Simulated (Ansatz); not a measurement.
Q: Name a neutral molecule of Cl, O, Sn and H with HOMO energy (ωB97M-V/def2-TZVPP) between -11.60 and -11.30 eV and HOMO energy (PBE0/def2-TZVPP) between -9.30 and -9.00 eV (Ansatz, PBE0-D4/def2-TZVP geometry).

A: `[OH][SnH]([OH])[Cl]` (-11.44 eV, -9.05 eV); `[OH][SnH]([Cl])[Cl]` (-11.54 eV, -9.24 eV). Other molecules can fit too; these were computed, each in one conformer that needn't be the lowest.
